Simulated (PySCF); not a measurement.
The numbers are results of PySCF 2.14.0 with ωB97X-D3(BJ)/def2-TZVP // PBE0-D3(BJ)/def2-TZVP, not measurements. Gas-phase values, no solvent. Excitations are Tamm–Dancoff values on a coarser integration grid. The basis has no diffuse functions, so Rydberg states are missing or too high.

Reference species (SMILES): `C=C=CC#N` (neutral, multiplicity 1).

The T1 excitation (TDA) is 4.19 eV and the S1 oscillator strength is 0.000. The S1–T1 gap (TDA) is 1.62 eV and the S1 excitation (TDA) is 5.81 eV.

After one change: the T1 excitation (TDA) drops by 0.34 eV; the S1 oscillator strength stays essentially unchanged; the S1–T1 gap (TDA) falls by 1.10 eV; the S1 excitation (TDA) decreases by 1.44 eV.

What was changed between the two runs? The new species is one of these.
A) `C=C=COC`
B) `C=C=[CH][GeH3]`
C) `C=C=CI`
D) `C=C=CCO`

C, `C=C=CI`
